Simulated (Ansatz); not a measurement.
The cluster PSe₂ (the lowest doublet isomer of a short search). Total charge 0; doublet. Geometry PBE-D4/def2-TZVP, basis def2-TZVP, Ansatz.

```tsv
atom	x (Å)	y (Å)	z (Å)
P1	-0.012	-1.073	-0.673
Se2	-0.985	0.908	-0.240
Se3	0.996	0.165	0.912
```

```tsv
run	HOMO (eV)	LUMO (eV)
A	-8.69	0.75
B	-6.19	-2.96
C	-5.34	-3.55
D	-4.96	-3.80
E	-4.98	-4.16
F	-8.03	-1.22
```

The structure comes from a short search, and lower isomers may exist.

HOMO and LUMO are taken over both spins.

The runs used HF, LDA (SPW92), PBE, PBE0, r2SCAN, ωB97M-V. Estimate which is which.

A HF (100 % exact exchange); B PBE0 (25 % exact exchange); C r2SCAN (0 % exact exchange); D PBE (0 % exact exchange); E LDA (SPW92) (0 % exact exchange); F ωB97M-V (range-separated). Exact exchange lowers occupied and raises empty levels; among semilocal functionals meta-GGAs tend to open the gap a little, and such runs are hard to tell apart. The gap grows from 0.82 eV (LDA (SPW92)) to 9.43 eV (HF).
